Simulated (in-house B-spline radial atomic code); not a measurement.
Ionisation energies with and without relativity, with size and susceptibility from the Dirac run. Dirac energy differences include first-order Breit, QED and recoil terms. NIST's values go from ground level to ground level; the uncertainty of those that are theory runs from under 0.1 % in few-electron ions to several per cent in heavy many-electron ones. Computed with a B-spline radial code for spherical atoms: non-relativistic Hartree-Fock and Dirac-Hartree-Fock, averages of the configuration (point nuclei without relativity, finite nuclei with it).

```tsv
ion	configuration	configuration after	ionisation non-relativistic (eV)	ionisation Dirac Breit and QED (eV)	tabulated value (eV)	tabulated kind	radius at density 0.001 (bohr)	diamagnetic susceptibility (10⁻⁶ cm³/mol)
Zr6+	[Ar] 3d10 4s2 4p4	[Ar] 3d10 4s2 4p3	113.42	113.92	112	tabulated theory	2.658	-11.651
Nb6+	[Ar] 3d10 4s2 4p5	[Ar] 3d10 4s2 4p4	?	?	?	measured	?	?
Mo6+	[Ar] 3d10 4s2 4p6	[Ar] 3d10 4s2 4p5	124.81	125.43	125.638	semi-empirical	2.58	-12.365
Tc6+	[Kr] 4d1	[Ar] 3d10 4s2 4p6	88.45	87.67	88	tabulated theory	2.636	-13.01
Ru6+	[Kr] 4d2	[Kr] 4d1	92.51	91.69	93	tabulated theory	2.652	-13.495
Rh6+	[Kr] 4d3	[Kr] 4d2	?	?	?	tabulated theory	?	?
Pd6+	[Kr] 4d4	[Kr] 4d3	100.58	99.66	101	tabulated theory	2.625	-14.116
Ag6+	[Kr] 4d5	[Kr] 4d4	104.60	103.63	106	tabulated theory	2.599	-14.299
Cd6+	[Kr] 4d6	[Kr] 4d5	108.60	107.58	105	tabulated theory	2.569	-14.421
```

(1) Fill in the row of Nb6+.

(2) Fill in the row of Rh6+.

Answers

(1) ionisation non-relativistic (eV): 119.08; ionisation Dirac Breit and QED (eV): 119.63; tabulated value (eV): 119.1; radius at density 0.001 (bohr): 2.62; diamagnetic susceptibility (10⁻⁶ cm³/mol): -12.055.

(2) ionisation non-relativistic (eV): 96.56; ionisation Dirac Breit and QED (eV): 95.68; tabulated value (eV): 97; radius at density 0.001 (bohr): 2.644; diamagnetic susceptibility (10⁻⁶ cm³/mol): -13.854.
